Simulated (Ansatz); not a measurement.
`[OH][Zn][N]([SiH3])[SiH3]` + `F[Si](Cl)(Br)Br` → `[SiH3][N]([SiH3])[Zn][Cl]` + `O[Si](F)(Br)Br`  (redistribution)

Computed with Ansatz on PBE0-D4/def2-TZVP structures; ΔE is electronic, products minus reactants. CCSD(T)/CBS is the MP2 limit (def2-TZVPP, def2-QZVPP) plus CCSD(T) − MP2 in def2-TZVPP, frozen cores. Functionals use def2-TZVPP. For Br, Zn outer-core shells are correlated without core-valence functions, which leaves a few kJ/mol of doubt a bond. Scalar relativity is left out up to krypton. Each species was taken in one conformer, which may not be the lowest.

Task: Is it downhill or uphill in electronic energy at CCSD(T)/CBS, and by how much? (Estimate.)

Result: The calculation gave: Downhill: ΔE = -113.4 kJ/mol.

Task: What do these levels give: PBE0-D4, B2PLYP, revPBE, MP2/def2-QZVPP, SCS-MP2/def2-QZVPP, HF/CBS(def2)? (Best estimate.)

Result: Ansatz gave: PBE0-D4 -111.1, B2PLYP -111.6, revPBE -98.2, MP2/def2-QZVPP -106.7, SCS-MP2/def2-QZVPP -110.1, HF/CBS(def2) -147.3 kJ/mol.

Largest T1 diagnostic among the species: 0.016.

Leaving LDA and LC-ωPBE aside and taking each functional with its dispersion term where it has one, the values, not all of them listed here, spread over 28.8 kJ/mol, from BHLYP-D4 to revPBE-D4. LDA lies −3.3 kJ/mol from PBE without D4. From PBE to PBE0 (25 % exact exchange), in def2-TZVPP and without D4, ΔE moves by −13.3 kJ/mol.
